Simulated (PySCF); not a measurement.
Be(F)(NMe2) (C₂H₆BeFN), SMILES C[N]([Be][F])C. Atoms are numbered in the order given.

```xyz
11

Be     0.0000     0.0000     1.0725
F      0.0000     0.0000     2.4738
N      0.0000     0.0000    -0.4332
C      0.0000    -1.2113    -1.2311
C      0.0000     1.2113    -1.2311
H     -0.8972    -1.2771    -1.8943
H      0.8972    -1.2771    -1.8943
H      0.0000    -2.1143    -0.5856
H      0.8972     1.2771    -1.8943
H     -0.8972     1.2771    -1.8943
H      0.0000     2.1143    -0.5856
```

The structure is a stationary point at PBE-D3(BJ)/def2-SVP. The structure was generated by enumeration; whether it is a known compound was not checked. Other conformers were not sampled.

The numbers are results of PySCF with IEF-PCM-ωB97X/def2-SVP, not measurements.

The values are the electrostatic part of the solvation free energy, E(continuum) − E(gas) at the gas-phase geometry, in a cavity of scaled van der Waals radii (PySCF's table); cavitation and dispersion terms are not included. A continuum can't describe solvent molecules that bind to the metal. In vacuum the orbital gap is 10.75 eV. The dipole moment in vacuum is 1.96 D.

Question: Estimate the values in water (ε = 78.36), 1-octanol (ε = 9.86), methanol (ε = 32.61). (Estimate from the structure and the level; the computed values follow.)

Answer: 
| solvent | ε | ΔG(elec) (kcal/mol) | dipole (D) | gap (eV) |
|---|---|---|---|---|
| water | 78.36 | -5.9 | 1.98 | 10.76 |
| 1-octanol | 9.86 | -5.0 | 1.99 | 10.75 |
| methanol | 32.61 | -5.7 | 1.98 | 10.76 |
